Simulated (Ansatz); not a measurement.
`[F][Zn][Cl]` + CH₃OH → `C[O][Zn][Cl]` + H–F  (ligand exchange at a Zn–F bond)

Gas-phase electronic energies from Ansatz, PBE0-D4/def2-TZVP geometries. CCSD(T)/CBS adds triple-zeta CCSD(T) − MP2 to the extrapolated MP2 energy (def2 sets, frozen cores). This one scheme is used for every species. Functionals use def2-TZVPP. HSE06 is defined as in plane-wave codes. For Zn outer-core shells are correlated without core-valence functions, which leaves a few kJ/mol of doubt a bond. Scalar relativity is left out up to krypton. Each species was taken in one conformer, which may not be the lowest.

| level | ΔE (eV) |
| --- | --- |
| r2SCAN0-D4 | 0.40 |
| HSE06 | 0.41 |

(1) What does CCSD(T)/CBS give? (An estimate is asked.)

Largest T1 diagnostic among the species: 0.016.

## Answers

(1) Ansatz gave: +0.38 eV. The listed levels differ from it by 0.02, 0.03 eV.

The D4 term adds −0.05 eV with B3LYP and −0.03 eV with PBE0; it sums over pairs of atoms, weighted by their polarisabilities, and B3LYP, whose exchange is more repulsive, gets the larger term. Leaving LDA and LC-ωPBE aside and taking each functional with its dispersion term where it has one, the values, not all of them listed here, spread over 0.08 eV, from revPBE-D4 to B97M-V. LDA lies −0.09 eV from PBE without D4. In def2-TZVPP, CCSD(T) changes the Hartree–Fock value by −0.20 eV (the triples alone add −0.03 eV) and MP2 by −0.24 eV.

B3LYP here is the variant with VWN-RPA as its local correlation; programs differ in this.
